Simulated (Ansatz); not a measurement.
Ansatz results at the PBE0-D4/def2-TZVP geometry: HOMO–LUMO gap (PBE/def2-TZVPP) 5.09 eV; HOMO energy (B3LYP/def2-TZVPP) -6.91 eV; LUMO energy (B3LYP/def2-TZVPP) -0.30 eV.

Each molecule was computed in one conformer, which needn't be the lowest.

Q: Which molecule gave them?
A. `C1=C[Se]C1`
B. `[SiH3][SiH]1SCS1`
C. `FC[SiH2][SeH]`
D. `OCBBCl`

A: C. The others give `C1=C[Se]C1`: 3.45, -5.82, -0.85; `[SiH3][SiH]1SCS1`: 3.72, -6.64, -1.29; `OCBBCl`: 3.83, -7.32, -1.61.

B3LYP here is the variant with VWN-RPA as its local correlation; programs differ in this.
